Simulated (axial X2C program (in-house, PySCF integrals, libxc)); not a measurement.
## SnN along the bond: HF, without spin–orbit coupling

Computed with an in-house relativistic program for diatomic molecules. Spin-free means the one-electron spin-free X2C Hamiltonian. Basis: Sn dyall-cv3z [11s12p9d4f1g], N dyall-av3z [7s7p3d2f] (cores contracted in-house); Gaussian nuclei, density fitting, unrestricted open shells. Masses: Sn 119.902 u, N 14.003 u.

State: M_S = 1/2, Λ = 1 (beyond evenly filled blocks: π+α, π+β, π-α). Dipoles are positive if N is the positive end.

| R (Å) | μ (D) | HOMO (eV) | LUMO (eV) | ⟨S²⟩ |
| --- | --- | --- | --- | --- |
| 1.711 | -2.386 | -8.25 | -1.00 | 1.145 |
| 1.790 | -2.253 | -7.89 | -0.98 | 1.300 |
| 1.849 | -2.215 | -7.74 | -0.97 | 1.390 |
| 1.908 | -2.225 | -7.63 | -0.95 | 1.464 |
| 1.967 | -2.272 | -7.57 | -0.93 | 1.524 |
| 2.036 | -2.359 | -7.52 | -0.91 | 1.583 |
| 2.105 | -2.457 | -7.50 | -0.90 | 1.636 |
| 2.193 | -2.542 | -7.49 | -0.89 | 1.710 |
| 2.301 | -2.407 | -7.46 | -0.87 | 1.848 |
| 2.459 | -1.660 | -7.37 | -0.80 | 2.139 |

**Question.** The minimum lies at 2.078 Å. What is the dipole moment there, and its slope?

**Answer.** At HF, spin-free, with the sign and origin stated: μ = -2.42 D, dμ/dR = -1.43 D/Å.

The state is a single determinant with fixed occupations, the lowest that a limited PBE0 search found. Other states lie close and PBE0, whose exact exchange favours high spin, may order them wrongly; the determinant shown need not be the ground state. The nearest other spin-free determinant of the search, M_S = 1/2, Λ = 0, lies 0.16 eV up at the distance of the search. The determinant is spin-polarised beyond a pure state at some levels (its spin-free form has ⟨S²⟩ too high), which makes Re and μ there less reliable.
